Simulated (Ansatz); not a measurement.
Calculated with Ansatz (gas phase, PBE0-D4/def2-TZVP geometries, no zero-point term in ΔE). CCSD(T)/CBS adds triple-zeta CCSD(T) − MP2 to the extrapolated MP2 energy (def2 sets, frozen cores). DFT in def2-TZVPP. def2 core potentials past Kr. For In outer-core shells are correlated without core-valence functions, which leaves a few kJ/mol of doubt a bond. Each species was taken in one conformer, which may not be the lowest.

Consider the redistribution: `CN[SiH](C)N` + `C[O][In]([F])[Cl]` → `CN[SiH](N)F` + `C[O][In]([CH3])[Cl]`.

Task: Is it downhill or uphill in electronic energy at CCSD(T)/CBS, and by how much? (Best estimate.)

Result: Computed: Downhill: ΔE = -121.3 kJ/mol.

Task: What do these levels give: PBE0-D4, ωB97X-V, ωB97M-V, B2PLYP, PBE0, HF/def2-TZVPP, CCSD(T)/def2-TZVPP, HF/def2-QZVPP, MP2/def2-QZVPP, SCS-MP2/def2-QZVPP, MP2/CBS(def2), CCSD/CBS(def2)? (An estimate is asked.)

Result: Ansatz gave: PBE0-D4 -115.7, ωB97X-V -113.3, ωB97M-V -118.7, B2PLYP -121.3, PBE0 -117.3, HF/def2-TZVPP -122.3, CCSD(T)/def2-TZVPP -124.0, HF/def2-QZVPP -121.7, MP2/def2-QZVPP -127.0, SCS-MP2/def2-QZVPP -123.2, MP2/CBS(def2) -126.0, CCSD/CBS(def2) -123.1 kJ/mol.

Largest T1 diagnostic among the species: 0.016.

From PBE to PBE0 (25 % exact exchange), in def2-TZVPP and without D4, ΔE moves by −6.8 kJ/mol.
